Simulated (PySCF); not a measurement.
silacyclobutane (C₃H₈Si), SMILES C1CC[SiH2]1.

Coordinates come from a B3LYP-D3(BJ)/def2-SVP optimisation.

Calculation: TDA-PBE/def2-SVPD in PySCF.

Vertical excitations. Gas-phase values at a fixed geometry. State labels are in the subgroup Cs.

Computed lowest excited states:
```tsv
state	symmetry	energy (eV)	λ (nm)	f	main pairs
S1	A"	6.34	196	0.012	HOMO→LUMO 98 %
S2	A'	6.68	186	0.019	HOMO→LUMO+1 98 %
S3	A'	6.93	179	0.053	HOMO−1→LUMO 88 %
S4	A"	6.95	178	0.026	HOMO−1→LUMO+1 99 %
S5	A"	7.29	170	0.000	HOMO−2→LUMO 97 %
S6	A'	7.30	170	0.034	HOMO→LUMO+2 93 %
S7	A'	7.49	165	0.019	HOMO→LUMO+3 90 %
S8	A"	7.57	164	0.033	HOMO−1→LUMO+2 96 %
S9	A'	7.67	162	0.015	HOMO−2→LUMO+1 93 %
S10	A"	7.80	159	0.011	HOMO−1→LUMO+3 93 %
T1	A"	6.02	206	0	HOMO→LUMO 99 %
T2	A'	6.15	202	0	HOMO−1→LUMO 97 %
T3	A'	6.47	192	0	HOMO→LUMO+1 99 %
T4	A"	6.80	182	0	HOMO−1→LUMO+1 99 %
```
Triplets are in the Tamm–Dancoff approximation.
